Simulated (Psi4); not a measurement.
Input file for Psi4: SAPT0/jun-cc-pV(D+d)Z on CH8Si (a complex).

```
memory 1800 MB

molecule dimer {
0 1
C     0.04923857   -0.11821289   -0.08035271
H    -0.18798148    0.90473633    0.20852291
H     1.02349754   -0.39274876    0.32162086
H    -0.70970760   -0.79264067    0.31376523
H     0.07115905   -0.19236641   -1.16675698
--
0 1
Si   -0.04871817    0.11757616    3.67885800
H     0.65738185    1.29737057    3.13200254
H    -0.08581372    0.20769549    5.15641374
H     0.66490694   -1.11557693    3.27938529
H    -1.43182642    0.08126914    3.15402732
units angstrom
symmetry c1
no_reorient
no_com
}

set {
  basis jun-cc-pV(D+d)Z
  scf_type df
  freeze_core true
}

energy('sapt0')
```

Program output:

```
[...]
==> Input File <==

--------------------------------------------------------------------------
memory 1800 MB

molecule dimer {
0 1
C     0.04923857   -0.11821289   -0.08035271
H    -0.18798148    0.90473633    0.20852291
H     1.02349754   -0.39274876    0.32162086
H    -0.70970760   -0.79264067    0.31376523
H     0.07115905   -0.19236641   -1.16675698
--
0 1
Si   -0.04871817    0.11757616    3.67885800
H     0.65738185    1.29737057    3.13200254
H    -0.08581372    0.20769549    5.15641374
H     0.66490694   -1.11557693    3.27938529
H    -1.43182642    0.08126914    3.15402732
units angstrom
symmetry c1
no_reorient
no_com
}

set {
  basis jun-cc-pV(D+d)Z
  scf_type df
  freeze_core true
}

energy('sapt0')
--------------------------------------------------------------------------


   => Loading Basis Set <=

    Name: JUN-CC-PV(D+D)Z
    Role: ORBITAL
    Keyword: BASIS
    atoms 1         entry C          line   188 file jun-cc-pv_dpd_z.gbs
    atoms 2-5, 7-10 entry H          line    60 file jun-cc-pv_dpd_z.gbs
    atoms 6         entry SI         line   566 file jun-cc-pv_dpd_z.gbs

   => Loading Basis Set <=

    Name: JUN-CC-PV(D+D)Z
    Role: ORBITAL
    Keyword: BASIS
    atoms 1         entry C          line   188 file jun-cc-pv_dpd_z.gbs
    atoms 2-5, 7-10 entry H          line    60 file jun-cc-pv_dpd_z.gbs
    atoms 6         entry SI         line   566 file jun-cc-pv_dpd_z.gbs


  //>>>>>>>>>>>>>>>>>>>>>>>>>>>>>>>>>>>//
  //              Dimer HF             //
  //<<<<<<<<<<<<<<<<<<<<<<<<<<<<<<<<<<<//

   => Libint2 <=

    Primary   basis highest AM E, G, H:  7, 6, 3
    Auxiliary basis highest AM E, G, H:  7, 7, 4
    Onebody   basis highest AM E, G, H:  -, -, -
    Solid Harmonics ordering:            Gaussian


   => Loading Basis Set <=

    Name: JUN-CC-PV(D+D)Z
    Role: ORBITAL
    Keyword: BASIS
    atoms 1         entry C          line   188 file jun-cc-pv_dpd_z.gbs
    atoms 2-5, 7-10 entry H          line    60 file jun-cc-pv_dpd_z.gbs
    atoms 6         entry SI         line   566 file jun-cc-pv_dpd_z.gbs


         ---------------------------------------------------------
                                   SCF
               by Justin Turney, Rob Parrish, Andy Simmonett
                          and Daniel G. A. Smith
                              RHF Reference
                        1 Threads,   1716 MiB Core
         ---------------------------------------------------------

  ==> Geometry <==

    Molecular point group: c1
    Full point group: C1

    Geometry (in Angstrom), charge = 0, multiplicity = 1:

       Center              X                  Y                   Z               Mass
    ------------   -----------------  -----------------  -----------------  -----------------
         C            0.049238570000    -0.118212890000    -0.080352710000    12.000000000000
         H           -0.187981480000     0.904736330000     0.208522910000     1.007825032230
         H            1.023497540000    -0.392748760000     0.321620860000     1.007825032230
         H           -0.709707600000    -0.792640670000     0.313765230000     1.007825032230
         H            0.071159050000    -0.192366410000    -1.166756980000     1.007825032230
         SI          -0.048718170000     0.117576160000     3.678858000000    27.976926534650
         H            0.657381850000     1.297370570000     3.132002540000     1.007825032230
         H           -0.085813720000     0.207695490000     5.156413740000     1.007825032230
         H            0.664906940000    -1.115576930000     3.279385290000     1.007825032230
         H           -1.431826420000     0.081269140000     3.154027320000     1.007825032230

  Running in c1 symmetry.

  Rotational constants: A =      1.80680  B =      0.03806  C =      0.03804 [cm^-1]
  Rotational constants: A =  54166.63497  B =   1140.93112  C =   1140.28424 [MHz]
  Nuclear repulsion =   59.802534534237566

  Charge       = 0
  Multiplicity = 1
  Electrons    = 28
  Nalpha       = 14
  Nbeta        = 14

  ==> Algorithm <==

  SCF Algorithm Type is DF.
  DIIS enabled.
  MOM disabled.
  Fractional occupation disabled.
  Guess Type is SAD.
  Energy threshold   = 1.00e-08
  Density threshold  = 1.00e-08
  Integral threshold = 1.00e-12

  ==> Primary Basis <==

  Basis Set: JUN-CC-PV(D+D)Z
    Blend: JUN-CC-PV(D+D)Z
    Number of shells: 43
    Number of basis functions: 85
    Number of Cartesian functions: 88
    Spherical Harmonics?: true
    Max angular momentum: 2

   => Loading Basis Set <=

    Name: (JUN-CC-PV(D+D)Z AUX)
    Role: JKFIT
    Keyword: DF_BASIS_SCF
    atoms 1         entry C          line   146 file jun-cc-pvdz-jkfit.gbs
    atoms 2-5, 7-10 entry H          line    70 file jun-cc-pvdz-jkfit.gbs
    atoms 6         entry SI         line   506 file jun-cc-pvdz-jkfit.gbs

  ==> Integral Setup <==

  DFHelper Memory: AOs need 0.022 GiB; user supplied 1.257 GiB.
  SCF_SUBTYPE=INCORE selected. In-core MEM_DF algorithm
[...]
 68A      2.399154    69A      2.399165
      70A      2.457810    71A      2.738442    72A      2.738541
      73A      2.748255    74A      3.004703    75A      3.004822
      76A      3.382054    77A      3.382113    78A      3.447891
      79A      3.447959    80A      3.450857    81A      3.547602
      82A      5.042285    83A      5.042358    84A      5.055130
      85A     18.433544

    Final Occupation by Irrep:
              A
    DOCC [     9 ]
    NA   [     9 ]
    NB   [     9 ]

  @DF-RHF Final Energy:  -291.25013590060217

   => Energetics <=

    Nuclear Repulsion Energy =             21.3368126002741789
    One-Electron Energy =                -445.5855171320027353
    Two-Electron Energy =                 132.9985686311263748
    Total Energy =                       -291.2501359006021744

Computation Completed


Properties will be evaluated at   0.000000,   0.000000,   0.000000 [a0]

Properties computed using the SCF density matrix


 Multipole Moments:

 ------------------------------------------------------------------------------------
     Multipole            Electronic (a.u.)      Nuclear  (a.u.)        Total (a.u.)
 ------------------------------------------------------------------------------------

 L = 1.  Multiply by 2.5417464519 to convert [e a0] to [Debye]
 Dipole X            :          1.6582606           -1.6580565            0.0002040
 Dipole Y            :         -4.0003062            4.0002186           -0.0000876
 Dipole Z            :       -125.1494365          125.1487017           -0.0007348
 Magnitude           :                                                    0.0007676

 ------------------------------------------------------------------------------------

  Constructing Basis Sets for SAPT...

   => Loading Basis Set <=

    Name: (JUN-CC-PV(D+D)Z AUX)
    Role: RIFIT
    Keyword: DF_BASIS_SAPT
    atoms 1         entry C          line   100 file jun-cc-pvdz-ri.gbs
    atoms 2-5, 7-10 entry H          line    30 file jun-cc-pvdz-ri.gbs
    atoms 6         entry SI         line   376 file jun-cc-pvdz-ri.gbs

   => Loading Basis Set <=

    Name: (JUN-CC-PV(D+D)Z AUX)
    Role: JKFIT
    Keyword: DF_BASIS_ELST
    atoms 1         entry C          line   146 file jun-cc-pvdz-jkfit.gbs
    atoms 2-5, 7-10 entry H          line    70 file jun-cc-pvdz-jkfit.gbs
    atoms 6         entry SI         line   506 file jun-cc-pvdz-jkfit.gbs


  //>>>>>>>>>>>>>>>>>>>>>>>>>>>>>>>>>>>//
  //               SAPT0               //
  //<<<<<<<<<<<<<<<<<<<<<<<<<<<<<<<<<<<//



        SAPT0
    Ed Hohenstein
     6 June 2009

      Orbital Information
  --------------------------
    NSO        =        85
    NMO        =        85
    NRI        =       262
    NRI (Elst) =       384
    NOCC A     =         5
    NOCC B     =         9
    FOCC A     =         1
    FOCC B     =         5
    NVIR A     =        80
    NVIR B     =        76

    Elst10,r            =    -0.000632850808 [Eh]
    Exch10              =     0.001759454144 [Eh]
    Exch10 (S^2)        =     0.001758253379 [Eh]

    Maxiter = 50
    CPHF R converge = 1.000000E-08

    Iter     Energy [mEh]          dE [mEh]         Residual      Time [s]
       1      -0.13842924       0.138429237     1.481373e-03             0
       2      -0.16670631       0.028277077     2.065324e-04             0
       3      -0.16668009      -0.000026228     5.667573e-05             0
       4      -0.16648809      -0.000191997     1.156849e-05             0
       5      -0.16647558      -0.000012507     2.240760e-06             0
       6      -0.16648515       0.000009564     2.477060e-07             0
       7      -0.16648432      -0.000000832     3.252719e-08             0
       8      -0.16648439       0.000000071     4.319816e-09             0

    CHF Iterations converged

    Maxiter = 50
    CPHF R converge = 1.000000E-08

    Iter     Energy [mEh]          dE [mEh]         Residual      Time [s]
       1      -0.10535467       0.105354670     1.122861e-03             0
       2      -0.12463357       0.019278896     1.072791e-04             0
       3      -0.12422187      -0.000411697     1.664525e-05             0
       4      -0.12422490       0.000003029     3.222808e-06             0
       5      -0.12423236       0.000007457     5.018347e-07             0
       6      -0.12423116      -0.000001196     7.742656e-08             0
       7      -0.12423126       0.000000103     1.828359e-08             0
       8      -0.12423126      -0.000000004     3.773031e-09             0

    CHF Iterations converged

    Ind20,r (A<-B)      =    -0.000166484386 [Eh]
    Ind20,r (B<-A)      =    -0.000124231258 [Eh]
    Ind20,r             =    -0.000290715645 [Eh]
    Exch-Ind20,r (A<-B) =     0.000124459254 [Eh]
    Exch-Ind20,r (B<-A) =     0.000119143857 [Eh]
    Exch-Ind20,r        =     0.000243603111 [Eh]
    Disp20              =    -0.001429762926 [Eh]
    Disp20 (SS)         =    -0.000714881463 [Eh]
    Disp20 (OS)         =    -0.000714881463 [Eh]
    Exch-Disp20         =     0.000106550491 [Eh]
    Exch-Disp20 (SS)    =     0.000059937510 [Eh]
    Exch-Disp20 (OS)    =     0.000046612981 [Eh]

    SAPT Results
  --------------------------------------------------------------------------------------------------------
    Electrostatics                 -0.63285081 [mEh]      -0.39711988 [kcal/mol]      -1.66154957 [kJ/mol]
      Elst10,r                     -0.63285081 [mEh]      -0.39711988 [kcal/mol]      -1.66154957 [kJ/mol]

    Exchange                        1.75945414 [mEh]       1.10407414 [kcal/mol]       4.61944622 [kJ/mol]
      Exch10                        1.75945414 [mEh]       1.10407414 [kcal/mol]       4.61944622 [kJ/mol]
      Exch10(S^2)                   1.75825338 [mEh]       1.10332065 [kcal/mol]       4.61629361 [kJ/mol]

    Induction                      -0.14342183 [mEh]      -0.08999856 [kcal/mol]      -0.37655397 [kJ/mol]
      Ind20,r                      -0.29071564 [mEh]      -0.18242682 [kcal/mol]      -0.76327382 [kJ/mol]
      Exch-Ind20,r                  0.24360311 [mEh]       0.15286326 [kcal/mol]       0.63957988 [kJ/mol]
      delta HF,r (2)               -0.09630930 [mEh]      -0.06043500 [kcal/mol]      -0.25286003 [kJ/mol]

    Dispersion                     -1.32321243 [mEh]      -0.83032834 [kcal/mol]      -3.47409377 [kJ/mol]
      Disp20                       -1.42976293 [mEh]      -0.89718978 [kcal/mol]      -3.75384204 [kJ/mol]
      Exch-Disp20                   0.10655049 [mEh]       0.06686144 [kcal/mol]       0.27974828 [kJ/mol]
      Disp20 (SS)                  -0.71488146 [mEh]      -0.44859489 [kcal/mol]      -1.87692102 [kJ/mol]
      Disp20 (OS)                  -0.71488146 [mEh]      -0.44859489 [kcal/mol]      -1.87692102 [kJ/mol]
      Exch-Disp20 (SS)              0.05993751 [mEh]       0.03761136 [kcal/mol]       0.15736591 [kJ/mol]
      Exch-Disp20 (OS)              0.04661298 [mEh]       0.02925009 [kcal/mol]       0.12238237 [kJ/mol]

  Total HF                          0.98318150 [mEh]       0.61695571 [kcal/mol]       2.58134268 [kJ/mol]
  Total SAPT0                      -0.34003093 [mEh]      -0.21337263 [kcal/mol]      -0.89275109 [kJ/mol]

  Special recipe for scaled SAPT0 (see Manual):
    Electrostatics sSAPT0          -0.63285081 [mEh]      -0.39711988 [kcal/mol]      -1.66154957 [kJ/mol]
    Exchange sSAPT0                 1.75945414 [mEh]       1.10407414 [kcal/mol]       4.61944622 [kJ/mol]
    Induction sSAPT0               -0.14292240 [mEh]      -0.08968516 [kcal/mol]      -0.37524271 [kJ/mol]
    Dispersion sSAPT0              -1.32299399 [mEh]      -0.83019126 [kcal/mol]      -3.47352023 [kJ/mol]
  Total sSAPT0                     -0.33931305 [mEh]      -0.21292215 [kcal/mol]      -0.89086629 [kJ/mol]
  --------------------------------------------------------------------------------------------------------



*** Psi4 exiting successfully. Buy a developer a beer!
```

The run finished.

Cost: very roughly 11 core-seconds.
